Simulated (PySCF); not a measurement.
Species: C₅H₉BO₂.
InChI=1S/C5H9BO2/c1-3-5-8-6(7)4-2/h2,7H,3,5H2,1H3

Torsions of this conformer, `[CH:1]#[C:2][B:3]([OH:4])[O:5][CH2:6][CH2:7][CH3:8]`: C2–B3–O5–C6 4°, B3–O5–C6–C7 89°, O5–C6–C7–C8 177°, H–O4–B3–C2 180°.

The closed-shell ground state was solved at several levels (PySCF, density fitting, gas phase, non-relativistic). Isolated species at its PBE0-D3(BJ)/def2-SVP geometry (one conformer only).

```tsv
level	basis functions	total energy (Eh)	HOMO (eV)	LUMO (eV)	gap (eV)	dipole (D)
B3LYP/pcSseg-1	181	-371.2742	-7.90	-0.63	7.27	1.99
B3LYP/pcJ-1	306	-371.3257	-7.90	-0.63	7.27	2.00
B3LYP/def2-SVPD	238	-371.0559	-7.97	-0.77	7.20	1.96
```

Estimate the row for PBE0/pcSseg-1, a basis of 181 functions; the other rows only guide the guess.

Total energy -370.8188 Eh, HOMO -8.18 eV, LUMO -0.44 eV, gap 7.74 eV, dipole 2.01 D.

Over all these levels, which gives the widest orbital gap and which the narrowest?

PBE0/pcSseg-1 (global hybrid, 25 % exact exchange) has the widest, 7.74 eV, and B3LYP/def2-SVPD (global hybrid, 20 % exact exchange) the narrowest, 7.20 eV. Functional and basis both differ between the two, so the spread mixes both effects.

How much does the basis alone move the frontier levels among the 3 B3LYP rows?

The HOMO by 0.07 eV and the LUMO by 0.14 eV. By rising basis size (HOMO, LUMO in eV): pcSseg-1 -7.90, -0.63; def2-SVPD -7.97, -0.77; pcJ-1 -7.90, -0.63.

How far do the dipole and the HOMO energy spread over the levels?

The dipole runs from 1.96 to 2.01 D (mean 1.99 D) and the HOMO from -8.18 to -7.90 eV.
